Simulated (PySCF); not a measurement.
Computed IR spectrum (relative IR intensity) of a molecule C4H6OSi. Coordinates come from a r2SCAN-D4/def2-SVP optimisation. Other conformers were not sampled. These are r2SCAN-D4/def2-SVP (PySCF 2.14.0) values and carry that method's errors. Frequencies are harmonic and unscaled.

Lines under 2 % of the strongest are left out, and lines within 2 cm⁻¹ are merged.

```json
[
 {"ν (cm⁻¹)": "341", "relative intensity": "3.4"},
 {"ν (cm⁻¹)": "446", "relative intensity": "6.2"},
 {"ν (cm⁻¹)": "572", "relative intensity": "13"},
 {"ν (cm⁻¹)": "587", "relative intensity": "3.2"},
 {"ν (cm⁻¹)": "600", "relative intensity": "5.8"},
 {"ν (cm⁻¹)": "637", "relative intensity": "9.2"},
 {"ν (cm⁻¹)": "702", "relative intensity": "10"},
 {"ν (cm⁻¹)": "734", "relative intensity": "25"},
 {"ν (cm⁻¹)": "812", "relative intensity": "43"},
 {"ν (cm⁻¹)": "879", "relative intensity": "4.6"},
 {"ν (cm⁻¹)": "941", "relative intensity": "47"},
 {"ν (cm⁻¹)": "954", "relative intensity": "13"},
 {"ν (cm⁻¹)": "1026", "relative intensity": "20"},
 {"ν (cm⁻¹)": "1284", "relative intensity": "2.3"},
 {"ν (cm⁻¹)": "1339", "relative intensity": "2.7"},
 {"ν (cm⁻¹)": "1384", "relative intensity": "6.6"},
 {"ν (cm⁻¹)": "1626", "relative intensity": "14"},
 {"ν (cm⁻¹)": "1802", "relative intensity": "95"},
 {"ν (cm⁻¹)": "2219", "relative intensity": "100"},
 {"ν (cm⁻¹)": "3017", "relative intensity": "3.2"},
 {"ν (cm⁻¹)": "3132", "relative intensity": "7.3"},
 {"ν (cm⁻¹)": "3185", "relative intensity": "2.7"}
]
```

Q: Identify the compound among the candidates.
A. C#C[Si@H](C)C=O
B. O=CCC#C[SiH3]
C. O=C1CC=C[SiH2]1
D. C#C[SiH2]OC=C

A: C, O=C1CC=C[SiH2]1
